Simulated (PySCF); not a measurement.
## Relaxation of singlet ISF₃

Computed with PBE0 in PySCF with I def2-TZVP with ECP28, S def2-TZVP, F def2-TZVP; scalar-relativistic core potentials, no spin–orbit coupling; density-fitted integrals. A (50,194) grid was used.

A hand-made tetrahedral start, of C3v symmetry, held to at least that symmetry:

```xyz
5
charge 0 multiplicity 1, angstrom
I     0.0000    0.1281    0.0906
S     0.0000   -1.6924   -1.1974
F     1.6085    0.1278    1.2280
F    -1.6085    0.1278    1.2280
F     0.0000    1.7369   -1.0464
```

What does it relax to?

It ends at C3v with I–F 1.960 Å (×3), I–S 2.144 Å; F–I–F 119.3° (×3), F–I–S 94.7° (×3) (after a last refinement on a finer grid). The frequency run here used a shortcut that can spoil soft modes, so no verdict on minimum or saddle point is given. Other isomers or separated fragments may lie lower.

How much energy is released, and in how many steps?

69.8 kJ/mol in 6 steps.
